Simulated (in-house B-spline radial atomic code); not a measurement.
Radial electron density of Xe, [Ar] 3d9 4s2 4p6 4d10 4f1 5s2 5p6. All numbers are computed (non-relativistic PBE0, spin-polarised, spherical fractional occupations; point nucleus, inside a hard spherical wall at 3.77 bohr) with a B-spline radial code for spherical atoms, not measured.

Caution: exact exchange at fractional occupations of open shells leaves self-interaction of up to several eV.

Columns: r (bohr), 4πr²n(r) (electrons per bohr), bar.

```
 0.00146    2.547 #
 0.00178    3.657 ##
 0.00217    5.211 ###
 0.00264    7.331 ####
 0.00321    10.19 #####
 0.00391    14.02 #######
 0.00475     18.9 #########
 0.00579    25.11 ############
 0.00704    32.46 ################
 0.00857    40.84 ####################
  0.0104    49.49 ########################
  0.0127    57.88 #############################
  0.0154    64.24 ################################
  0.0188     67.8 #################################
  0.0229    67.66 #################################
  0.0278    64.67 ################################
  0.0339    61.12 ##############################
  0.0412    60.65 ##############################
  0.0502    65.98 #################################
   0.061    76.28 ######################################
  0.0743    86.48 ###########################################
  0.0904    89.16 ############################################
    0.11    81.44 ########################################
   0.134     69.3 ##################################
   0.163    63.92 ################################
   0.198    68.76 ##################################
   0.241    73.48 ####################################
   0.294     64.3 ################################
   0.357    43.74 ######################
   0.435    27.96 ##############
   0.529    26.92 #############
   0.644    31.28 ###############
   0.784    28.52 ##############
   0.954    19.08 #########
    1.16    10.96 #####
    1.41    7.648 ####
    1.72    6.814 ###
    2.09    5.588 ###
    2.55    3.297 ##
     3.1     1.02 #
    3.73 0.003637
```

On this grid the curve has 4 maxima, near 0.0188, 0.0904, 0.241, 0.644 bohr.

The 4f up radial function P(r) = rR(r), positive near the nucleus:

```csv
r (bohr),P
0.0412,0.00117
0.061,0.004456
0.0904,0.0155
0.134,0.04772
0.198,0.1247
0.294,0.2728
0.435,0.4754
0.644,0.6545
0.954,0.7175
1.41,0.6798
2.09,0.5905
3.1,0.3055
```
